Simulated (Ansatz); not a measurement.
Two isomers of C2H8BGeN: A = `B[CH]([GeH3])C=N`, B = `B[N]([GeH3])C=C`.

Gas-phase electronic energies from Ansatz, PBE0-D4/def2-TZVP geometries. CBS: MP2 limit from def2 TZ/QZ plus the TZ coupled-cluster correction, frozen cores. Functionals use def2-TZVPP. B3LYP here is the variant with VWN-RPA as its local correlation; programs differ in this. For Ge outer-core shells are correlated without core-valence functions, which leaves a few kJ/mol of doubt a bond. Scalar relativity is left out up to krypton. Each species was taken in one conformer, which may not be the lowest.

Q: Which isomer does CCSD(T)/CBS put lower? Give the gap. (Best estimate.)

A: Ansatz gave: B, by 126.3 kJ/mol.

Q: Give E(B) − E(A) in kJ/mol with r2SCAN-D4, ωB97M-V, B2PLYP, PBE0-D4, CCSD/def2-TZVPP, B3LYP, MP2/def2-TZVPP. (An estimate is asked.)

A: The calculation gave: r2SCAN-D4 -121.2, ωB97M-V -124.5, B2PLYP -130.2, PBE0-D4 -119.7, CCSD/def2-TZVPP -126.7, B3LYP -129.8, MP2/def2-TZVPP -127.2. None reverses the order clearly.

Largest T1 diagnostic: 0.013.

From PBE to PBE0 (25 % exact exchange), in def2-TZVPP and without D4, E(B) − E(A) moves by −3.6 kJ/mol. In def2-TZVPP, CCSD(T) changes the Hartree–Fock value by +12.0 kJ/mol (the triples alone add +1.2 kJ/mol) and MP2 by +10.3 kJ/mol.
